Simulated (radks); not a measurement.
The numbers below are computed, except where a source is named.
Question: Re13+, configuration [Kr] 4d9 4f14 5s2 5p1 (not the ground configuration). Code: a radial shooting solver on a logarithmic mesh with Libxc functionals. Model: scalar-relativistic Kohn-Sham, PBEsol, spin-polarised, spherical densities, finite nucleus; open shells are filled with parallel spins first (spin-orbit coupling, left out, can overturn this in heavy ions); Fermi nuclear charge, rms radius 5.3698 fm. Some entries of the table are withheld. Estimate them.

orbital  occ.  eigenvalue (Ry)  <r^2> (bohr^2)  <1/r> (bohr^-1)
1s up       1        -5282.983       0.0004483            88.69
1s down     1        -5282.969       0.0004483            88.69
2s up       1        -932.0873        0.006878            20.76
2s down     1        -932.0262        0.006878            20.76
2p up       3        -816.2581        0.005706            18.75
2p down     3        -816.2033        0.005706            18.75
3s up       1        -230.1335         0.04456            7.693
3s down     1        -230.0989         0.04455            7.693
3p up       3        -195.9579         0.04536            7.090
3p down     3        -195.9197         0.04535            7.090
3d up       5        -157.1963         0.03756            6.697
3d down     5        -157.1430         0.03756            6.696
4s up       1        -62.60009          0.2176            3.286
4s down     1        -62.47990          0.2176            3.286
4p up       3        -51.33323          0.2467            2.988
4p down     3        -51.21415          0.2467            2.988
4d up       5        -37.17282             (1)            2.677
4d down     4        -37.05237             (2)            2.677
5s up       1        -22.90526             (3)            1.441
5s down     1        -22.74515             (4)            1.443
4f up       7        -21.29400          0.3475            2.268
4f down     7        -21.17783          0.3464            2.270
5p up       1        -19.47705           1.184              (5)
5p down     0        -19.31396           1.186              (6)

Answer: 
(1) 4d up <r^2> (bohr^2): 0.2814
(2) 4d down <r^2> (bohr^2): 0.2813
(3) 5s up <r^2> (bohr^2): 0.9862
(4) 5s down <r^2> (bohr^2): 0.9860
(5) 5p up <1/r> (bohr^-1): 1.296
(6) 5p down <1/r> (bohr^-1): 1.296
